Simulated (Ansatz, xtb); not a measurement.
# BF2H4Si2+: 5 structures ranked

5 gas-phase structures of BF2H4Si2+, found in a search over its isomers (lower ones may exist). Each was relaxed with GFN2-xTB; where two conformers were screened, the lower at r2SCAN-D4/def2-SVP is listed:

A. `[BH3-][Si+](F)[SiH+]F`, a singlet
B. `B[SiH+][SiH](F)F`, a singlet
C. `B[Si+](F)[SiH2]F`, a singlet
D. `F[Si+](F)[BH2-][SiH2+]`, a singlet
E. `F[SiH+][BH2-][SiH+]F`, a singlet

Which do you expect lowest at r2SCAN-D4/def2-SVP, and how would the others follow?

Calculated order at r2SCAN-D4/def2-SVP: D (0.0), E (2.4), B (16.5), C (19.3), A (48.5) kcal/mol.

Energies above the lowest of each column, in kcal/mol; the last columns are at B3LYP/6-31G* geometries and were run for some of them only (a dash: not run or not comparable):

```json
{"structure": "D", "GFN2-xTB": "9.3", "HF/STO-3G": "0.0", "r2SCAN-D4/def2-SVP": "0.0", "B3LYP/6-31G*": "0.0", "CCSD(T)/def2-SVP + ΔMP2/def2-TZVPP": "0.0"}
{"structure": "E", "GFN2-xTB": "0.0", "HF/STO-3G": "7.4", "r2SCAN-D4/def2-SVP": "2.4", "B3LYP/6-31G*": "0.6", "CCSD(T)/def2-SVP + ΔMP2/def2-TZVPP": "3.3"}
{"structure": "B", "GFN2-xTB": "29.2", "HF/STO-3G": "16.9", "r2SCAN-D4/def2-SVP": "16.5", "B3LYP/6-31G*": "10.8", "CCSD(T)/def2-SVP + ΔMP2/def2-TZVPP": "–"}
{"structure": "C", "GFN2-xTB": "26.4", "HF/STO-3G": "10.8", "r2SCAN-D4/def2-SVP": "19.3", "B3LYP/6-31G*": "–", "CCSD(T)/def2-SVP + ΔMP2/def2-TZVPP": "–"}
{"structure": "A", "GFN2-xTB": "27.5", "HF/STO-3G": "60.6", "r2SCAN-D4/def2-SVP": "48.5", "B3LYP/6-31G*": "–", "CCSD(T)/def2-SVP + ΔMP2/def2-TZVPP": "–"}
```

CCSD(T)/def2-SVP + ΔMP2/def2-TZVPP puts D lowest of those it was run on; GFN2-xTB picks E. Some further structures that were screened fall inside this span and aren't listed. Flexible structures stand in one conformer each, not always the lowest. Frequencies (B3LYP/6-31G*) were run for D, E alone. ΔMP2 is the change of the MP2 energy from the smaller to the larger basis.

Over these structures GFN2-xTB departs from r2SCAN-D4/def2-SVP by 10.3 kcal/mol on average once a common shift is removed. A GFN2-xTB relaxation took about 0.65 s and the r2SCAN-D4/def2-SVP energy about 6.3 s on a shared host (Ansatz 0.2.0, xtb 6.7.1 (Pople sets with spherical d functions)).
